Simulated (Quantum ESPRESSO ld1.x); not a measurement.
The run below uses ld1.x (Quantum ESPRESSO 7.5).

```
 &input
    zed=76.0,
    iswitch=1,
    rel=2,
    dft='BLYP',
    config='[Xe] 4f14 5d6 6s2',
    rel_dist='average',
    lsmall=.true.,
    prefix='ld1',
    max_out_wfc=37,
    file_charge='ld1.rho',
 /
```

Command: `OMP_NUM_THREADS=1 ld1.x < ld1.in > ld1.out`

Output (excerpt):

```
     Program LD1 v.7.5 starts

     --------------------------- All-electron run ----------------------------

     dirac relativistic calculation

     atomic number is 76.00
     dft =BLYP   lsd =0 sic =0 latt =0  beta=0.20 tr2=1.0E-14
     Exchange-correlation= BLYP
                           (   1   3   1   3   0   0   0)
     mesh =2117 r(mesh) =  99.21276 a.u. xmin = -8.00 dx = 0.00800
     1 Ry =  13.60569312 eV, c = 137.03599908

     n l j   nl                  e(Ry)          e(Ha)          e(eV)
     Spin orbit split results
     1 0 0.5 1S 1( 2.00)     -5422.5304     -2711.2652    -73777.2851
     2 0 0.5 2S 1( 2.00)      -943.6805      -471.8402    -12839.4267
     2 1 0.5 2P 1( 2.00)      -903.4091      -451.7045    -12291.5066
     2 1 1.5 2P 1( 4.00)      -790.8171      -395.4086    -10759.6148
     3 0 0.5 3S 1( 2.00)      -219.5642      -109.7821     -2987.3231
     3 1 0.5 3P 1( 2.00)      -201.5748      -100.7874     -2742.5651
     3 1 1.5 3P 1( 4.00)      -177.0227       -88.5114     -2408.5170
     4 0 0.5 4S 1( 2.00)       -46.3065       -23.1532      -630.0317
     4 1 0.5 4P 1( 2.00)       -38.7630       -19.3815      -527.3975
     4 1 1.5 4P 1( 4.00)       -32.9928       -16.4964      -448.8904
     3 2 1.5 3D 1( 4.00)      -146.9302       -73.4651     -1999.0877
     3 2 2.5 3D 1( 6.00)      -141.6125       -70.8063     -1926.7364
     5 0 0.5 5S 1( 2.00)        -6.7046        -3.3523       -91.2206
     5 1 0.5 5P 1( 2.00)        -4.3784        -2.1892       -59.5706
     5 1 1.5 5P 1( 4.00)        -3.4762        -1.7381       -47.2959
     4 2 1.5 4D 1( 4.00)       -20.6276       -10.3138      -280.6527
     4 2 2.5 4D 1( 6.00)       -19.5592        -9.7796      -266.1166
     4 3 2.5 4F 1( 6.00)        -3.9097        -1.9549       -53.1943
     4 3 3.5 4F 1( 8.00)        -3.7035        -1.8517       -50.3886
     5 2 1.5 5D 1( 2.40)        -0.4962        -0.2481        -6.7518
     5 2 2.5 5D 1( 3.60)        -0.4193        -0.2097        -5.7054
     6 0 0.5 6S 1( 2.00)        -0.4458        -0.2229        -6.0649
     Averaged results
     1 0     1S 1( 2.00)     -5422.5304     -2711.2652    -73777.2851
     2 0     2S 1( 2.00)      -943.6805      -471.8402    -12839.4267
     2 1     2P 1( 6.00)      -828.3478      -414.1739    -11270.2454
     3 0     3S 1( 2.00)      -219.5642      -109.7821     -2987.3231
     3 1     3P 1( 6.00)      -185.2068       -92.6034     -2519.8664
     4 0     4S 1( 2.00)       -46.3065       -23.1532      -630.0317
     4 1     4P 1( 6.00)       -34.9162       -17.4581      -475.0594
     3 2     3D 1(10.00)      -143.7396       -71.8698     -1955.6770
     5 0     5S 1( 2.00)        -6.7046        -3.3523       -91.2206
     5 1     5P 1( 6.00)        -3.7769        -1.8885       -51.3875
     4 2     4D 1(10.00)       -19.9866        -9.9933      -271.9310
     4 3     4F 1(14.00)        -3.7919        -1.8959       -51.5911
     5 2     5D 1( 6.00)        -0.4501        -0.2251        -6.1239
     6 0     6S 1( 2.00)        -0.4458        -0.2229        -6.0649

     final scf error:  8.7E-16 reached in  32 iterations

     Etot =  -34565.533549 Ry,  -17282.766775 Ha, -470288.042102 eV

     Ekin =   39251.509595 Ry,   19625.754798 Ha,  534043.994167 eV
     Encl =  -86622.651195 Ry,  -43311.325598 Ha,-1178561.209663 eV
     Eh   =   13489.294369 Ry,    6744.647184 Ha,  183531.199629 eV
     Exc  =    -683.686318 Ry,    -341.843159 Ha,   -9302.026235 eV
```

Run on one thread of a shared host, so times are rough (Intel(R) Xeon(R) Processor @ 2.60GHz): 0.77 s of CPU time, 1.2 s wall, 32 iterations on 2117 mesh points.
